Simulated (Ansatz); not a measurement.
Geometry optimisation, RKS LDA/def2-SVP in Ansatz.

Input:

```yaml
crystal:
  periodic: [false, false, false]
  atoms:
    - { symbol: Ta, position_ang: [0.0, 0.0, 0.0] }
    - { symbol: Cl, position_ang: [2.47, 0.0, 0.0] }
    - { symbol: O, position_ang: [0.0, 0.0, 2.02] }
    - { symbol: H, position_ang: [-0.2547, -0.9174, 2.3571] }
    - { symbol: F, position_ang: [0.0, 0.0, -1.93] }
    - { symbol: F, position_ang: [-0.965, 1.6714, 0.0] }
    - { symbol: Cl, position_ang: [-1.235, -2.139, 0.0] }
basis:
  gaussian: { orbitals: def2-SVP }
hamiltonian:
  xc: lda
relax:
  f_tol: 0.02
  max_steps: 40
output:
  orbitals: {}
```

Command:

```bash
$ ansatz run input.yaml --threads 4 --pin off --max-ram 5120MiB --backend cpu --events-out ev --progress --plain --runs-dir out
```

Task: Where does it end, and by what steps?

Result: The run converged. The force dipped under the threshold on the way, but the program's further checks kept it going. After 12 steps the energy has fallen by 1.173 eV; H4 moved furthest, 0.75 Å.

| step | energy less start (eV) | largest force component (eV/Å) | accepted |
| --- | --- | --- | --- |
| 0 | 0.0000 | 2.568 | yes |
| 1 | -0.8874 | 1.358 | yes |
| 2 | -0.9981 | 0.854 | yes |
| 3 | -1.0536 | 0.891 | yes |
| 4 | -1.1057 | 0.422 | yes |
| 5 | -1.0611 | 0.862 | no |
| 6 | -1.1413 | 0.632 | yes |
| 7 | -1.1587 | 0.190 | yes |
| 8 | -1.1682 | 0.108 | yes |
| 9 | -1.1718 | 0.061 | yes |
| 10 | -1.1724 | 0.007 | yes |
| 11 | -1.1725 | 0.058 | yes |
| 12 | -1.1726 | 0.018 | yes |

```xyz
7
Properties=species:S:1:pos:R:3
Ta -0.001 -0.130 -0.020
Cl 2.285 -0.141 -0.037
O -0.086 -0.309 1.842
H -0.181 -0.318 2.808
F -0.006 0.201 -1.873
F -0.971 1.454 0.111
Cl -1.023 -2.143 -0.383
```

Whether the end is a true minimum wasn't checked by a vibrational analysis.

The run took 15 s on 4 threads of Arm Neoverse V1, on a shared host, peak memory 0.17 GiB.
